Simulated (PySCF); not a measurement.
Species: C₈H₁₂ (charge +1 and doublet state).
InChI=1S/C8H12/c1-6-4-7-2-3-8(6)5-7/h4,7-8H,2-3,5H2,1H3/q+1/t7-,8-/m0/s1

Structure optimised with GFN2-xTB, isolated species. This method treats the open shell by occupation alone, without spin polarisation.

Take the most abundant isotopes and a rigid rotor. 

(1) What are A, B and C (GHz)?

(2) What kind of rotor is it?

(3) Is it planar, by Δ = Ic − Ia − Ib?

(4) Give the other two planar moments, Paa and Pbb, and the rms extents of the mass along the axes.

(5) Give the coordinates in the principal-axis frame, origin at the centre of mass.

(6) Where do the levels up to J = 5 lie, in MHz?

(7) Estimate the classical rotational partition function at 10 K, 100 K and 500 K.

Results:

(1) Ia = 140.70, Ib = 251.98, Ic = 273.57 u·Å²; 505379 MHz·u·Å²/I gives 3592, 2006 and 1847 MHz, that is A = 3.5919, B = 2.0056, C = 1.8474 GHz.

(2) An asymmetric top; Ray's κ = -0.819.

(3) Not planar: Δ = Ic − Ia − Ib = -119.12 u·Å². For a rigid frame Δ = −2 Σ m c², so Σ m c² = 59.56 u·Å² lies off the ab plane: 18.02 from hydrogen and 41.54 from heavier atoms. The atom farthest from that plane is 2.15 Å away.

(4) Paa = Σ m a² = (Ib + Ic − Ia)/2 = 192.43 and Pbb = Σ m b² = (Ia + Ic − Ib)/2 = 81.14 u·Å². With the mass M = 108.09 u, the rms extents √(P/M) along a, b and c are 1.33, 0.87, 0.74 Å.

(5) The sense of each axis is arbitrary; atoms in the order of the calculation.
| atom | mass (u) | a (Å) | b (Å) | c (Å) |
| --- | --- | --- | --- | --- |
| C1 | 12.000 | 2.520 | -0.142 | 0.206 |
| C2 | 12.000 | 1.098 | 0.098 | 0.032 |
| C3 | 12.000 | 0.357 | 1.208 | 0.404 |
| C4 | 12.000 | -1.002 | 1.036 | -0.124 |
| C5 | 12.000 | -1.563 | -0.028 | 0.890 |
| C6 | 12.000 | -0.829 | -1.321 | 0.503 |
| C7 | 12.000 | 0.137 | -0.857 | -0.608 |
| C8 | 12.000 | -0.765 | 0.152 | -1.351 |
| H9 | 1.008 | 2.686 | -1.131 | 0.643 |
| H10 | 1.008 | 3.021 | -0.189 | -0.769 |
| H11 | 1.008 | 3.002 | 0.636 | 0.795 |
| H12 | 1.008 | 0.676 | 1.997 | 1.063 |
| H13 | 1.008 | -1.628 | 1.917 | -0.215 |
| H14 | 1.008 | -1.408 | 0.250 | 1.932 |
| H15 | 1.008 | -2.638 | -0.086 | 0.718 |
| H16 | 1.008 | -1.524 | -2.064 | 0.115 |
| H17 | 1.008 | -0.291 | -1.774 | 1.335 |
| H18 | 1.008 | 0.588 | -1.664 | -1.177 |
| H19 | 1.008 | -1.674 | -0.308 | -1.732 |
| H20 | 1.008 | -0.247 | 0.671 | -2.154 |

(6) Above 0(0,0):
J = 1: 1(0,1) 3853, 1(1,1) 5439, 1(1,0) 5597
J = 2: 2(0,2) 11548, 2(1,2) 12987, 2(1,1) 13462, 2(2,1) 18221, 2(2,0) 18232
J = 3: 3(0,3) 23062, 3(1,3) 24302, 3(1,2) 25251, 3(2,2) 29779, 3(2,1) 29835, 3(3,1) 38113, 3(3,0) 38114
J = 4: 4(0,4) 38364, 4(1,4) 39376, 4(1,3) 40955, 4(2,3) 45183, 4(2,2) 45348, 4(3,2) 53546, 4(3,1) 53550, 4(4,1) 65185, 4(4,0) 65185
J = 5: 5(0,5) 57420, 5(1,5) 58201, 5(1,4) 60560, 5(2,4) 64422, 5(2,3) 64797, 5(3,3) 72845, 5(3,2) 72859, 5(4,2) 84475, 5(4,1) 84475, 5(5,1) 99440, 5(5,0) 99441

(7) Point group C1, symmetry number σ = 1; q = (√π/σ)·√((kT/h)³/(ABC)), k/h = 20836.6 MHz/K: 1460 at 10 K, 46200 at 100 K, 517000 at 500 K.

For this open shell read J as N, the rotation without spin; fine and hyperfine splittings come on top. No frequency check. Zero-point vibration and centrifugal distortion are left out.

The numbers are calculated, not measured.
